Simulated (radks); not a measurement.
The numbers below are computed, except where a source is named.
Coulomb parameter of the 4f shell of the praseodymium ion Pr+ in the model configuration [Xe] 4f3 6s1, as a second difference U = [E(n + 0.25) + E(n - 0.25) - 2 E(n)] / (0.25)^2 with all orbitals relaxed. "Bare": the charge of the atom changes with n. "Screened": the 6s shell takes up the change at fixed total charge, which measures U(4f,4f) + U(6s,6s) - 2 U(4f,6s). Level of theory: scalar-relativistic Kohn-Sham, r2SCAN, spin-unpolarised, spherical densities, finite nucleus; meta-GGA in the generalised Kohn-Sham scheme; Fermi nuclear charge, rms radius 4.8919 fm (a radial shooting solver on a logarithmic mesh with Libxc functionals).

| case | configuration | E - E(n) (eV) |
|---|---|---|
| start | [Xe] 4f3 6s1 | 0.000 |
| bare +0.25 | [Xe] 4f3.25 6s1 | -1.283 |
| bare -0.25 | [Xe] 4f2.75 6s1 | 2.072 |
| screened +0.25 | [Xe] 4f3.25 6s0.75 | 0.459 |
| screened -0.25 | [Xe] 4f2.75 6s1.25 | -0.167 |

U(bare) = 12.614 eV, U(screened by 6s) = 4.678 eV, against the Slater integral F0(4f,4f) = 22.219 eV with frozen orbitals.
